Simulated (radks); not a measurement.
Values are calculated unless marked as measured or tabulated.
All-electron atom: Sm29+ in [Ar] 3d10 4s2 4p2 4f1 (not the ground configuration). Level of theory: non-relativistic Kohn-Sham, TPSS, spin-polarised, spherical densities, point nucleus; open shells are filled with parallel spins first (spin-orbit coupling, left out, can overturn this in heavy ions); meta-GGA in the generalised Kohn-Sham scheme; relativity is left out, which matters for an element this heavy (a radial shooting solver on a logarithmic mesh with Libxc functionals).

Normalised radial functions P(r) = r R(r), r in bohr:

| r | 4s up | 4f up |
|---|---|---|
| 0.002731 | 0.1868 | 0.0000 |
| 0.003472 | 0.2262 | 0.0000 |
| 0.004449 | 0.2715 | 0.0000 |
| 0.005656 | 0.3179 | 0.0000 |
| 0.007247 | 0.3640 | 0.0000 |
| 0.009213 | 0.4003 | 0.0000 |
| 0.01181 | 0.4183 | 0.0001 |
| 0.01501 | 0.4028 | 0.0002 |
| 0.01908 | 0.3387 | 0.0005 |
| 0.02445 | 0.2055 | 0.0013 |
| 0.03108 | 0.0060 | 0.0030 |
| 0.03983 | -0.2561 | 0.0071 |
| 0.05063 | -0.5114 | 0.0161 |
| 0.06437 | -0.6748 | 0.0350 |
| 0.08249 | -0.6253 | 0.0745 |
| 0.1049 | -0.2870 | 0.1472 |
| 0.1344 | 0.3042 | 0.2792 |
| 0.1708 | 0.8514 | 0.4820 |
| 0.2172 | 0.9906 | 0.7635 |
| 0.2783 | 0.4439 | 1.1028 |
| 0.3538 | -0.5689 | 1.3929 |
| 0.4533 | -1.4665 | 1.5143 |
| 0.5763 | -1.6101 | 1.3440 |
| 0.7385 | -1.0596 | 0.9066 |
| 0.9388 | -0.4316 | 0.4423 |
| 1.193 | -0.1015 | 0.1418 |
| 1.529 | -0.0112 | 0.0247 |

4s up: eigenvalue -1142.9 eV, 3 radial nodes at r = 0.0313, 0.119, 0.311 bohr, <r> = 0.543 bohr, 90 % of the charge inside 0.764 bohr. 4f up: eigenvalue -839.44 eV, 0 radial nodes, <r> = 0.511 bohr, 90 % of the charge inside 0.755 bohr.
